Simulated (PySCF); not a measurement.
# Exact simulation of a proton spin system

Molecule: SMILES C(=C\C)/C#CB(O)O, C5H7BO2.

Geometry:
```tsv
atom	x (Å)	y (Å)	z (Å)
C1	-3.464	-0.418	0.321
C2	-2.057	0.025	0.133
C3	-0.978	-0.766	0.281
C4	0.358	-0.330	0.082
C5	1.513	0.030	-0.085
B6	2.963	0.483	-0.294
O7	3.260	1.799	-0.090
O8	3.875	-0.459	-0.670
H9	-3.526	-1.476	0.616
H10	-3.968	0.188	1.093
H11	-4.047	-0.283	-0.606
H12	-1.893	1.071	-0.152
H13	-1.117	-1.818	0.563
H14	4.180	2.034	-0.237
H15	4.774	-0.135	-0.779
```

PySCF calculation with geometry from PBE0-D3(BJ)/def2-SVP, couplings computed with B3LYP/pcJ-1 (spin–dipole term only in couplings to heteroatoms) and PBE0/pcSseg-1 with gauge-including orbitals; in vacuum, single conformer, no relativistic terms, one averaged value for each set of equivalent atoms.

Chemical shifts δ = σref − σ; 1H (σref 31.27) vs TMS, all at this level.

Shifts (ppm): H9/H10/H11 1.91, H12 6.49, H13 5.63.
Couplings (Hz): H9–H10, H9–H11, H10–H11: -17.0; H9–H12, H10–H12, H11–H12: 8.4; H9–H13, H10–H13, H11–H13: -2.6; H12–H13: 16.7.

The 5-spin Hamiltonian (Zeeman plus full scalar coupling among like nuclei) was diagonalised exactly; lines are Lorentzian, 0.4 Hz wide, and the maxima above 3 % are listed with the tallest set to 100.

(1) Give the 1H peak list of this spin system at 100 MHz.

(2) And at 600 MHz?

(3) Among coupled protons with different shifts, which pair is furthest from first order, and how does the field change that?

Results:

(1) 
```tsv
Hz	ppm	height
670.8	6.707	7
662.4	6.623	16
654.1	6.541	26
645.7	6.457	27
637.4	6.373	24
629.2	6.292	11
574.3	5.743	10
571.8	5.718	30
569.3	5.693	29
566.8	5.668	10
557.6	5.576	6
555.1	5.551	19
552.6	5.526	20
550.1	5.501	7
196.4	1.964	100
193.9	1.939	94
188.1	1.881	90
185.6	1.856	95
```

(2) 
δ in ppm (height): 6.525 (8), 6.511 (24), 6.497 (31), 6.483 (32), 6.469 (25), 6.455 (9), 5.650 (9), 5.646 (26), 5.641 (26), 5.637 (9), 5.622 (8), 5.618 (24), 5.614 (24), 5.609 (8), 1.919 (100), 1.915 (100), 1.905 (99), 1.901 (99)

(3) H12 and H13: Δν/J is about 5.1 at 100 MHz (intermediate, with clear roofing) and 30.9 at 600 MHz (close to first order). J in Hz doesn't depend on the field, while Δν in Hz grows in proportion to it.

OH and NH positions are those of a molecule without intermolecular hydrogen bonds; in solution they move with solvent, concentration and temperature, and exchange usually removes their couplings. Unscaled 3J(H,H) at this level run about 10 % above measured values.
